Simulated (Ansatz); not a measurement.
One change: `N[SiH2][O][SnH3]` becomes `N[SiH2]OC[SiH3]`.

Ansatz, PBE0-D4/def2-TZVP geometries, multiplicity 1. Each molecule was computed in one conformer, which needn't be the lowest.

Elements past krypton have def2 core potentials.

```tsv
property	`N[SiH2][O][SnH3]`
size of the dipole moment (B3LYP/def2-TZVPP) / D	2.27
size of the dipole moment (PBE/def2-TZVPP) / D	2.25
size of the dipole moment (ωB97M-V/def2-TZVPP) / D	2.32
HOMO–LUMO gap (ωB97M-V/def2-TZVPP) / eV	11.10
LUMO energy (B3LYP/def2-TZVPP) / eV	-0.60
HOMO energy (PBE0/def2-TZVPP) / eV	-7.61
```

Give the same properties after the change, and the shifts. (Estimate.)

Computed: 
| property | `N[SiH2]OC[SiH3]` | shift |
| --- | --- | --- |
| size of the dipole moment (B3LYP/def2-TZVPP) / D | 0.57 | -1.70 |
| size of the dipole moment (PBE/def2-TZVPP) / D | 0.73 | -1.52 |
| size of the dipole moment (ωB97M-V/def2-TZVPP) / D | 0.55 | -1.77 |
| HOMO–LUMO gap (ωB97M-V/def2-TZVPP) / eV | 12.28 | 1.18 |
| LUMO energy (B3LYP/def2-TZVPP) / eV | 0.28 | 0.88 |
| HOMO energy (PBE0/def2-TZVPP) / eV | -7.84 | -0.23 |

With PBE0 the HOMO falls by 0.23 eV and the LUMO rises by 0.90 eV, so the gap widens by about 1.13 eV. PBE moves the HOMO by -0.22 eV and ωB97M-V by -0.23 eV. Dipoles are sizes alone; their direction can turn.

B3LYP here is the variant with VWN-RPA as its local correlation; programs differ in this.
